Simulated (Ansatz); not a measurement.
Reaction (redistribution): `SB1CO1` + `[SH][Ti]([SH])([Cl])[Cl]` → `ClB1CO1` + `[SH][Ti]([SH])([SH])[Cl]`

Isolated molecules relaxed with PBE0-D4/def2-TZVP in Ansatz; ΔE leaves out vibrations. CCSD(T)/CBS is the MP2 limit (def2-TZVPP, def2-QZVPP) plus CCSD(T) − MP2 in def2-TZVPP, frozen cores. For Ti outer-core shells are correlated without core-valence functions, which leaves a few kJ/mol of doubt a bond. Scalar relativity is left out up to krypton. One conformer a species, not always the lowest.

```json
{"species": "`SB1CO1`", "CCSD(T)/CBS(def2) energy (Eh)": "-537.61656"}
{"species": "`[SH][Ti]([SH])([Cl])[Cl]`", "CCSD(T)/CBS(def2) energy (Eh)": "-2565.43877"}
{"species": "`ClB1CO1`", "CCSD(T)/CBS(def2) energy (Eh)": "-599.02877"}
{"species": "`[SH][Ti]([SH])([SH])[Cl]`", "CCSD(T)/CBS(def2) energy (Eh)": "-2504.01052"}
```

Q: Work out ΔE.

A: ΔE = (-599.02877) + (-2504.01052) − (-537.61656) − (-2565.43877) = 0.01604 Eh = +42.1 kJ/mol.

Largest T1 diagnostic among the species: 0.028, so the coupled-cluster value is less sure than usual.

In def2-TZVPP, CCSD(T) changes the Hartree–Fock value by −11.9 kJ/mol (the triples alone add −3.2 kJ/mol) and MP2 by −15.4 kJ/mol.
